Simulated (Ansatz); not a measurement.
CS, charge +1, doublet, at a GFN2-xTB geometry (a state made from the parent by changing its charge; the spin is typed, not shown lowest); Ansatz (a program for electronic structure) with BLYP/6-31G*.

Here is a job for Ansatz.
Ansatz 0.2 input:
```yaml
crystal:
  periodic: [false, false, false]
  atoms:
    - {symbol: C, position_ang: [-0.00000000, -0.00000000, -1.07903369]}
    - {symbol: S, position_ang: [0.00000000, 0.00000000, 0.40463763]}
basis:
  gaussian:
    orbitals: 6-31G*
hamiltonian:
  xc: blyp
total_charge: 1
magnetization: {spin_polarized: true, initial_magnetization: 1}
```

**Question.** What does Ansatz print? Leave out banner, timings and long lists.

**Answer.** 
```
Functional definition: BLYP
369 factors; their error is unknown
mean field evaluation 1: about -11852.9682 eV, gradient 3.2e1 eV
mean field evaluation 2: about -11830.7309 eV, gradient 6.1e1 eV
mean field evaluation 4: about -11857.9272 eV, gradient 6.0e0 eV
mean field evaluation 8: about -11858.1170 eV, gradient 1.1e-1 eV
mean field evaluation 16: about -11858.1171 eV, gradient 5.1e-5 eV
mean field -11858.11709821 eV, -435.7777656387 hartree, gradient 5.1e-5 eV, S^2 0.769857; 0 other end points of the search recorded, 0 dependent functions left out
reference -11858.11728802 eV, -435.7777726142 hartree; 11, 10 occupied and 23, 24 virtual orbitals, 369 factors
Total energy: -11858.11728802 eV, -435.7777726142 hartree
```
